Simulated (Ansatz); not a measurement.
Reaction (substitution at a C–C bond): `N=CC[SiH3]` + `SSS` → `[SiH3]CSSS` + `C=N`

Calculated with Ansatz (gas phase, PBE0-D4/def2-TZVP geometries, no zero-point term in ΔE). CCSD(T)/CBS adds triple-zeta CCSD(T) − MP2 to the extrapolated MP2 energy (def2 sets, frozen cores). This one scheme is used for every species. DFT in def2-TZVPP. B3LYP here is the variant with VWN-RPA as its local correlation; programs differ in this. Each species was taken in one conformer, which may not be the lowest.

**Question.** Is it downhill or uphill in electronic energy at CCSD(T)/CBS, and by how much? (An estimate is asked.)

**Answer.** Computed: Uphill: ΔE = +0.18 eV.

**Question.** What do these levels give: PBE-D4, r2SCAN-D4, B3LYP-D4, B2PLYP, PBE0, MP2/def2-TZVPP, SCS-MP2/def2-TZVPP, CCSD/def2-TZVPP, HF/def2-QZVPP, MP2/def2-QZVPP, SCS-MP2/def2-QZVPP, CCSD/CBS(def2)? (Best estimate.)

**Answer.** Computed: PBE-D4 0.20, r2SCAN-D4 0.24, B3LYP-D4 0.19, B2PLYP 0.23, PBE0 0.27, MP2/def2-TZVPP 0.18, SCS-MP2/def2-TZVPP 0.19, CCSD/def2-TZVPP 0.24, HF/def2-QZVPP 0.33, MP2/def2-QZVPP 0.16, SCS-MP2/def2-QZVPP 0.18, CCSD/CBS(def2) 0.21 eV.

Largest T1 diagnostic among the species: 0.014.

In def2-TZVPP, CCSD(T) changes the Hartree–Fock value by −0.11 eV (the triples alone add −0.03 eV) and MP2 by −0.14 eV. The D4 term adds −0.09 eV with B3LYP and −0.05 eV with PBE0; it sums over pairs of atoms, weighted by their polarisabilities, and B3LYP, whose exchange is more repulsive, gets the larger term.
